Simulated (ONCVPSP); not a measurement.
## How hard is this calcium (Ca) ONCV potential?

calcium (Ca), optimised norm-conserving Vanderbilt (ONCV), made with ONCVPSP 4.0.1 (PBE, scalar-relativistic). Core [Ne], reference 3s2 3p6 4s2. Waves: 3s+4s: rc 2.35 bohr, ncon 5, nbas 8, qcut 6.7 1/bohr, 2 projectors; 3p: rc 1.85 bohr, ncon 5, nbas 8, qcut 8.8 1/bohr, 1 projector; d scattering state at 0.22 Ha: rc 2.15 bohr, ncon 5, nbas 7, qcut 4.6 1/bohr, 1 projector. Local part: polynomial inside 1.75 bohr (lpopt 5, dvloc0 4 Ha). Core correction: Teter function, fcfact 5.5, rcfact 1.45.

In the d channel the program set the typed energies aside and used -0.072 Ha.

Problem. For each optimised wave give the share of its norm inside rc, the residual kinetic energy above qcut (Ha) and the cutoffs (Ha) for errors of 10, 1, 0.1 and 0.01 mHa per electron.

Solution.

| wave | norm inside rc | residual KE | 10 mHa | 1 mHa | 0.1 mHa | 0.01 mHa |
| --- | --- | --- | --- | --- | --- | --- |
| 3s | 0.986 | 4.4e-08 | 4.2 | 11.5 | 15.2 | 18.0 |
| 4s | 0.100 | 1.5e-07 | 3.0 | 8.4 | 13.7 | 17.3 |
| 3p | 0.872 | 8.5e-08 | 10.5 | 13.7 | 17.5 | 29.0 |
| d projector 1 | 0.553 | 5.0e-02 | 22.6 | 31.7 | 36.7 | 40.5 |

The occupied waves need 14 Ha and 17 Ha for 1 and 0.1 mHa. Note: ghosts flagged at negative energy: s at -2919.6 eV; no localised positive-energy state flagged. A true bound ghost makes a file unfit for plane-wave use.
